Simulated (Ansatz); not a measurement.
Relaxation of C₄H₁₁BS (17 atoms, charge 0, multiplicity 1), to a largest force component of 0.015 eV/Å in at most 40 steps.

Theory: RKS PBE0-D4/6-31G* (Ansatz).

```xyz
17
Properties=species:S:1:pos:R:3:forces:R:3
C 1.375 -2.532 -0.987 -2.13 2.51 1.09
B 1.788 -0.975 -1.062 -0.57 -1.18 1.03
S 1.316 0.223 0.319 1.99 -0.78 0.61
C -0.164 0.736 -0.424 -3.95 -0.47 -0.56
C -0.963 1.736 0.446 -0.75 1.10 0.21
C -1.505 1.129 1.745 0.76 -0.04 0.06
H 0.705 -2.707 -1.867 0.56 -0.25 0.47
H 2.256 -3.131 -1.030 0.65 -0.89 -0.09
H 0.762 -2.655 -0.022 1.00 -0.38 -1.40
H 2.409 -0.582 -1.968 0.39 0.44 -0.70
H -0.895 -0.164 -0.562 1.22 1.30 -0.07
H -0.014 1.204 -1.389 0.17 0.02 -0.47
H -1.868 2.191 -0.124 1.61 -0.85 0.51
H -0.305 2.591 0.735 -0.33 -0.39 -0.41
H -2.060 1.863 2.333 0.03 0.15 -0.01
H -2.193 0.315 1.525 -0.04 -0.33 0.04
H -0.662 0.757 2.374 -0.60 0.06 -0.32
```

Question: Where does it end, and by what steps?

Answer: It converged. The force dipped under the threshold on the way, but the program's further checks kept it going. After 37 steps the energy has fallen by 1.397 eV; S3 moved furthest, 1.96 Å.

```tsv
step	energy less start (eV)	largest force component (eV/Å)	accepted
0	0.0000	3.946	yes
2	-0.5300	0.497	yes
4	-0.7309	0.576	yes
6	-1.0393	0.461	yes
8	-1.2675	0.257	yes
10	-1.3618	0.100	yes
12	-1.3703	0.051	yes
14	-1.3730	0.174	no
16	-1.3761	0.012	yes
18	-1.3763	0.010	yes
20	-1.3770	0.055	yes
22	-1.3783	0.109	yes
24	-1.3771	0.253	no
26	-1.3820	0.079	yes
28	-1.3842	0.144	yes
30	-1.3868	0.320	yes
32	-1.3892	0.220	yes
34	-1.3930	0.066	yes
36	-1.3963	0.068	yes
37	-1.3975	0.007	yes
```

```xyz
17
Properties=species:S:1:pos:R:3
C 2.014 -2.607 -0.892
B 1.191 -1.284 -1.055
S -0.208 -0.961 -0.007
C -0.839 0.669 -0.556
C -0.712 1.747 0.513
C -1.539 1.472 1.762
H 1.981 -3.177 -1.831
H 3.073 -2.368 -0.730
H 1.681 -3.263 -0.082
H 1.472 -0.467 -1.890
H -1.891 0.527 -0.828
H -0.291 0.945 -1.461
H -1.032 2.697 0.063
H 0.345 1.868 0.780
H -1.444 2.288 2.485
H -2.602 1.366 1.515
H -1.218 0.548 2.256
```

Run time: 3.1 min on 2 threads of Intel(R) Xeon(R) Platinum 8259CL CPU @ 2.50GHz (Skylake/Cascade Lake), with other jobs on the host, peak memory 0.33 GiB.
